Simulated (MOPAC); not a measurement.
MOPAC input (PM6):

```
PM6 FORCE THERMO(298,298) PRECISE LET UHF MS=0.5 GEO-OK AUX(PRECISION=9) THREADS=1
HBCl2N

N    -1.68510313 1   -0.58956964 1   -0.22866856 1
B    -0.37549620 1   -0.13298991 1    0.00326906 1
Cl    0.97980733 1   -1.23920339 1   -0.00913329 1
Cl   -0.01725260 1    1.57790346 1    0.07502493 1
H    -2.39577677 1   -0.86004780 1    0.40557521 1
```

From the output:

```
     H    5   4.182384   0.680120   0.052361   0.052530   4.333072

          HEAT OF FORMATION =     -35.367086 KCALS/MOLE

          ZERO POINT ENERGY      10.816 KCAL/MOL

           NORMAL COORDINATE ANALYSIS (Total motion = 1 Angstrom)

   Root No.       1         2         3         4         5         6         7         8

                 1 A'      1 A"      2 A'      2 A"      3 A'      4 A'      3 A"      5 A'

                 227.3     247.1     388.8     448.4     594.8     622.9     921.1    1323.5

           1   -0.2076    0.0000   -0.0570   -0.0000    0.2706   -0.0488   -0.0000   -0.1970
           2   -0.0009    0.1494   -0.0029   -0.1627   -0.0004    0.0078   -0.0181   -0.0025
           3   -0.0114   -0.0121   -0.0357    0.0131   -0.0046    0.0968    0.0015   -0.0305
           4   -0.2036   -0.0000   -0.0126    0.0000    0.1784    0.0646    0.0000    0.3399
           5   -0.0017   -0.0777    0.0224    0.0041    0.0072   -0.0103    0.5665    0.0028
           6   -0.0208    0.0063    0.2772   -0.0003    0.0898   -0.1278   -0.0457    0.0346
           7    0.0743   -0.0567    0.0076    0.0280   -0.0839   -0.0080   -0.0526   -0.0071
           8   -0.1944   -0.0274    0.0069    0.0204   -0.1223   -0.0055   -0.0864   -0.0115
           9    0.0220   -0.0046   -0.0297   -0.0054   -0.0038    0.0076   -0.0015   -0.0002
          10    0.0743    0.0567    0.0076   -0.0280   -0.0839   -0.0080    0.0526   -0.0071
          11    0.1954   -0.0263   -0.0116    0.0210    0.1201    0.0066   -0.0851    0.0113
          12   -0.0094    0.0089   -0.0282    0.0021   -0.0233    0.0066    0.0153   -0.0021
          13   -0.1576    0.0000    0.3906    0.0000    0.2264    0.5474    0.0000   -0.4105
          14   -0.0049    0.6438   -0.0357    0.7601    0.0044   -0.0380    0.2104    0.0108
          15   -0.0604   -0.0520   -0.4426   -0.0613    0.0542   -0.4711   -0.0170    0.1340

   Root No.       9

                 6 A'

                2792.2

           1   -0.0493
           2   -0.0038
           3   -0.0469
           4    0.0038
           5   -0.0002
           6   -0.0023
           7    0.0002
           8    0.0002
           9   -0.0000
          10    0.0002
          11   -0.0002
          12    0.0000
          13    0.6309
          14    0.0546
          15    0.6768

           MASS-WEIGHTED COORDINATE ANALYSIS (NORMAL COORDINATES)

   Root No.       1         2         3         4         5         6         7         8

                 1 A'      1 A"      2 A'      2 A"      3 A'      4 A'      3 A"      5 A'

                 227.3     247.1     388.8     448.4     594.8     622.9     921.1    1323.5

           1   -0.3795    0.0000   -0.1855   -0.0000    0.5777   -0.1898   -0.0000   -0.5189
           2   -0.0017    0.5373   -0.0094   -0.5951   -0.0008    0.0304   -0.0328   -0.0065
           3   -0.0209   -0.0434   -0.1161    0.0480   -0.0099    0.3764    0.0027   -0.0803
           4   -0.3269   -0.0000   -0.0361    0.0000    0.3346    0.2206    0.0000    0.7863
           5   -0.0027   -0.2454    0.0639    0.0130    0.0136   -0.0352    0.9016    0.0065
           6   -0.0335    0.0198    0.7922   -0.0011    0.1684   -0.4368   -0.0728    0.0801
           7    0.2160   -0.3242    0.0395    0.1628   -0.2849   -0.0494   -0.1516   -0.0296
           8   -0.5653   -0.1566    0.0358    0.1188   -0.4155   -0.0337   -0.2492   -0.0482
           9    0.0640   -0.0263   -0.1535   -0.0316   -0.0128    0.0467   -0.0043   -0.0010
          10    0.2160    0.3242    0.0395   -0.1628   -0.2849   -0.0494    0.1516   -0.0296
          11    0.5683   -0.1503   -0.0600    0.1223    0.4081    0.0408   -0.2453    0.0474
          12   -0.0274    0.0511   -0.1458    0.0121   -0.0792    0.0407    0.0442   -0.0087
          13   -0.0773    0.0000    0.3408    0.0000    0.1296    0.5710    0.0000   -0.2900
          14   -0.0024    0.6209   -0.0312    0.7460    0.0025   -0.0397    0.1023    0.0076
          15   -0.0296   -0.0501   -0.3862   -0.0602    0.0310   -0.4914   -0.0083    0.0946

   Root No.       9

                 6 A'

                2792.2

           1   -0.1911
           2   -0.0147
           3   -0.1820
           4    0.0130
           5   -0.0006
           6   -0.0080
           7    0.0011
           8    0.0010
           9   -0.0000
          10    0.0011
          11   -0.0010
          12    0.0001
          13    0.6564
          14    0.0568
          15    0.7042

          DESCRIPTION OF VIBRATIONS

 VIBRATION          1    1A'         ATOM PAIR     ENERGY CONTRIBUTION    RADIAL
 FREQUENCY           227.27         B 2 -- Cl4         +28.0% (155.1%)      6.6%
 TRANSITION DIPOLE   0.4301         B 2 -- Cl3         +28.0% (155.1%)      6.6%
 TRAVEL (Ang.)       0.1710         N 1 -- H 5         +23.5% (142.2%)     39.6%
 REDUCED MASS       10.1436         N 1 -- B 2         +20.4% (132.5%)     94.6%
 EFFECTIVE MASS     39.9862
 FORCE CONSTANT      0.3087

 VIBRATION          2    1A"         ATOM PAIR     ENERGY CONTRIBUTION    RADIAL
 FREQUENCY           247.13         N 1 -- B 2         +46.3% (112.9%)      0.0%
 TRANSITION DIPOLE   0.1366         N 1 -- H 5         +20.1% ( 74.5%)      0.0%
 TRAVEL (Ang.)       0.3253         B 2 -- Cl4         +16.8% ( 68.0%)      7.2%
 REDUCED MASS        2.5790         B 2 -- Cl3         +16.8% ( 68.0%)      7.2%
 EFFECTIVE MASS     20.1285
 FORCE CONSTANT      0.0928

 VIBRATION          3    2A'         ATOM PAIR     ENERGY CONTRIBUTION    RADIAL
 FREQUENCY           388.83         N 1 -- B 2         +35.4% (108.0%)      2.6%
 TRANSITION DIPOLE   1.0625         B 2 -- Cl4         +24.9% ( 90.5%)      0.0%
 TRAVEL (Ang.)       0.1967         B 2 -- Cl3         +24.9% ( 90.5%)      0.0%
 REDUCED MASS        4.4836         N 1 -- H 5         +14.9% ( 70.0%)      5.4%
 EFFECTIVE MASS     12.8758
 FORCE CONSTANT      0.3994

 VIBRATION          4    2A"         ATOM PAIR     ENERGY CONTRIBUTION    RADIAL
 FREQUENCY           448.38         N 1 -- H 5         +80.0% ( 94.2%)      0.0%
 TRANSITION DIPOLE   0.8429         N 1 -- B 2         +14.8% ( 40.5%)      0.0%
 TRAVEL (Ang.)       0.2603         B 2 -- Cl4          +2.6% ( 17.0%)     78.8%
 REDUCED MASS        2.2191         B 2 -- Cl3          +2.6% ( 17.0%)     78.8%
 EFFECTIVE MASS      7.3643
 FORCE CONSTANT      0.2628

 VIBRATION          5    3A'         ATOM PAIR     ENERGY CONTRIBUTION    RADIAL
 FREQUENCY           594.85         N 1 -- H 5         +26.9% ( 82.9%)     33.6%
 TRANSITION DIPOLE   1.5584         B 2 -- Cl4         +26.7% ( 82.7%)     78.5%
 TRAVEL (Ang.)       0.1336         B 2 -- Cl3         +26.7% ( 82.7%)     78.5%
 REDUCED MASS        6.3471         N 1 -- B 2         +19.7% ( 71.0%)     64.9%
 EFFECTIVE MASS     24.7268
 FORCE CONSTANT      1.3232

 VIBRATION          6    4A'         ATOM PAIR     ENERGY CONTRIBUTION    RADIAL
 FREQUENCY           622.91         N 1 -- H 5         +45.4% ( 84.4%)      2.0%
 TRANSITION DIPOLE   1.8285         N 1 -- B 2         +28.4% ( 66.8%)     20.2%
 TRAVEL (Ang.)       0.2779         B 2 -- Cl4         +13.1% ( 45.3%)      6.2%
 REDUCED MASS        1.4020         B 2 -- Cl3         +13.1% ( 45.3%)      6.2%
 EFFECTIVE MASS      6.1543
 FORCE CONSTANT      0.3205

 VIBRATION          7    3A"         ATOM PAIR     ENERGY CONTRIBUTION    RADIAL
 FREQUENCY           921.14         B 2 -- Cl3         +35.5% ( 91.0%)     83.8%
```
